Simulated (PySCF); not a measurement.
TiCl₄.NH₃, optimised at HF/6-31G*:

```xyz
9

N      0.6946     0.5813    -1.8941
Ti    -0.2014     0.1279     0.1436
Cl    -2.0398    -0.2266    -1.0644
Cl     0.4039     2.2320     0.5572
Cl    -1.0732    -0.3133     2.1263
Cl     1.3722    -1.4495     0.1637
H      0.2179     1.3479    -2.3381
H      0.6291    -0.2151    -2.5051
H      1.6666     0.8287    -1.8166
```

Energies from PySCF (xtb for GFN2), thermal terms from the rigid-rotor harmonic-oscillator model, ideal gas at 1 bar. 6-31G* has spherical d functions here. All species are closed-shell singlets. B3LYP is the form with VWN-RPA correlation. Adducts (TiCl₄.NH₃) have no counterpoise correction, and HF, PBE, BLYP, B3LYP and PBE0 lack dispersion. TiCl₄.NH₃: computed as isolated molecules; such fragments, hydroxides, amides, oligomers or adducts are transient or little studied in the gas.

**Question.** List the harmonic frequencies (cm⁻¹, unscaled) at this level and at the other levels, each on its own geometry.

**Answer.** 
- HF/6-31G*: 75, 75, 166, 166, 204, 211, 211, 223, 304, 388, 456, 461, 461, 749, 749, 1450, 1826, 1826, 3672, 3800, 3800
- B3LYP/6-31G*: 73, 73, 153, 153, 186, 188, 193, 193, 290, 363, 443, 445, 446, 665, 665, 1294, 1695, 1695, 3451, 3577, 3577
- GFN2-xTB: 74, 75, 110, 144, 144, 165, 183, 183, 233, 301, 400, 400, 404, 470, 471, 1173, 1491, 1492, 3347, 3347, 3350
- PBE/def2-SVP: 72, 72, 142, 143, 143, 181, 183, 183, 282, 353, 440, 440, 442, 597, 597, 1136, 1560, 1560, 3378, 3511, 3511
- PBE0/def2-TZVP: 73, 73, 150, 150, 168, 186, 189, 189, 289, 374, 450, 460, 460, 636, 636, 1219, 1644, 1644, 3487, 3613, 3613
